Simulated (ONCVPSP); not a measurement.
# Reading a pseudo-wave (iron)

Columns: radius, all-electron u(r) and pseudo u(r) of the 3s shell (level -112.47 eV) of iron in the configuration [Ne] 3s2 3p6 3d6; PBE, scalar-relativistic, ONCV scheme, ONCVPSP 4.0.1.

```tsv
r (bohr)	all-electron	pseudo
0.062	0.1541	0.1431
0.125	-0.4638	0.2874
0.188	-0.6565	0.4290
0.250	-0.4675	0.5635
0.312	-0.1003	0.6900
0.375	0.3037	0.8071
0.438	0.6567	0.9096
0.500	0.9216	0.9934
0.562	1.1004	1.0583
0.625	1.2024	1.1032
0.688	1.2392	1.1257
0.750	1.2277	1.1255
0.812	1.1827	1.1040
0.875	1.1143	1.0622
0.938	1.0325	1.0030
1.000	0.9456	0.9317
1.062	0.8573	0.8522
1.125	0.7694	0.7682
1.188	0.6857	0.6855
1.250	0.6087	0.6086
1.312	0.5378	0.5377
1.375	0.4722	0.4721
1.438	0.4131	0.4130
1.500	0.3610	0.3609
1.562	0.3147	0.3146
1.625	0.2730	0.2730
```

(1) How many radial nodes do the two functions have?

(2) At about which radius was the pseudo-wave matched?

(3) Is the pseudo-wave norm-conserving?

Results:

(1) The all-electron 3s function has n − l − 1 = 2; the pseudo-wave has 0, since the states of the same l below it are removed with the core.

(2) 1.25 bohr, where the columns begin to agree (steps of 0.06 bohr).

(3) Yes: the ONCV scheme keeps the norm inside the radius equal to the all-electron one, which fixes the energy derivative of the logarithmic derivative at the level.
